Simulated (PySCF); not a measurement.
Excitation energy of Cr⁺ by level of theory

Cr⁺ [Ar] 3d5 (6S) → Cr⁺ [Ar] 3d4 4p1 (high-spin determinant), as a difference of total energies. All numbers are calculated (PySCF 2.14, no relativity, point nucleus, in def2-TZVPPD). Correlated levels: valence: [Ar] frozen. The calculations carry no spin-orbit coupling.

| method | excitation energy (cm⁻¹) |
| --- | --- |
| UHF | 40611 |
| MP2 (valence) | 46563 |
| SCS-MP2 (valence) | 42595 |
| CCSD (valence) | 46326 |
| CCSD(T) (valence) | 46476 |

A first-order spin-orbit estimate (lowest level to lowest level, LS coupling) adds -0.060 eV.

The determinant of the upper state mixes LS terms, which raises its energy above the lowest term, most at the Hartree-Fock and MP2 levels.
